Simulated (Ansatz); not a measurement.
C$_{4}$H$_{4}$Sn (`C#[C][SnH2][C]#C`) at its PBE0-D4/def2-TZVP geometry, where that method's forces vanish. Charge 0, multiplicity 1. Sn: def2 effective core potential.

| atom | x (Å) | y (Å) | z (Å) |
| --- | --- | --- | --- |
| C1 | -0.626 | 1.174 | -2.463 |
| C2 | -0.334 | 0.376 | -1.608 |
| Sn3 | 0.172 | -1.028 | -0.163 |
| C4 | 0.276 | -0.041 | 1.661 |
| C5 | 0.343 | 0.513 | 2.730 |
| H6 | -0.885 | 1.885 | -3.214 |
| H7 | -1.045 | -2.209 | -0.087 |
| H8 | 1.697 | -1.678 | -0.530 |
| H9 | 0.402 | 1.009 | 3.672 |

For each bond, give half the difference of the two atoms' forces along it (eV/Å; positive pushes the atoms apart) under PBE-D4, r2SCAN-D4, B3LYP-D4, ωB97M-V in def2-TZVPP. (An estimate is asked.)

Computed: 
```
  bond  length (Å)  PBE-D4  r2SCAN-D4  B3LYP-D4  ωB97M-V
 C1–C2       1.206    0.89       0.34     -0.07    -0.25
 C1–H6       1.066   -0.34      -0.22     -0.10     0.05
C2–Sn3       2.077   -0.43      -0.13      0.17     0.21
Sn3–C4       2.077   -0.43      -0.13      0.17     0.21
Sn3–H7       1.698    0.08      -0.02     -0.02    -0.11
Sn3–H8       1.698    0.08      -0.02     -0.02    -0.11
 C4–C5       1.206    0.89       0.34     -0.07    -0.25
 C5–H9       1.066   -0.34      -0.22     -0.10     0.05
```

B3LYP here is the variant with VWN-RPA as its local correlation; programs differ in this.
